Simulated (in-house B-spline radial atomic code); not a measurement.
Values are calculated unless marked as measured or tabulated.
## Weak and strong correlation along the adiabatic connection

Two-electron singlets in several external potentials (atomic units), by full CI in B-splines with partial waves to l = 8 (correlation energies up to 0.6 % small). The repulsion is scaled by λ at fixed density; W(λ) is the mean repulsion less the Hartree energy, W(0) = E_x, and the area under W from 0 to 1 is E_xc.

One system gave this curve:

| λ | W (hartree) |
| --- | --- |
| 0 | -0.30418 |
| 0.02 | -0.30607 |
| 0.05 | -0.30879 |
| 0.12 | -0.31468 |
| 0.25 | -0.32414 |
| 0.4 | -0.33314 |
| 0.6 | -0.34277 |
| 0.8 | -0.35043 |
| 1 | -0.35666 |
| 1.4 | -0.36618 |
| 2 | -0.376 |
| 3 | -0.38628 |
| 4.5 | -0.39532 |
| 7 | -0.40367 |
| 10 | -0.40934 |

Question: Which system is it?
A. empty sphere, radius 0.3 bohr
B. ω²r²/2 − Z/r, ω = 0.148, Z = 0.3
C. −Z exp(−kr)/r, Z = 1.71, k = 0.0968
D. −Z/r, Z = 2.8

Answer: B. The exchange energy sets the size: ω²r²/2 − Z/r, ω = 0.148, Z = 0.3: E_x = -0.304, E_c = -0.0315; empty sphere, radius 0.3 bohr: E_x = -5.92, E_c = -0.0537; −Z/r, Z = 2.8: E_x = -1.53, E_c = -0.0432; −Z exp(−kr)/r, Z = 1.71, k = 0.0968: E_x = -0.837, E_c = -0.0415 hartree.
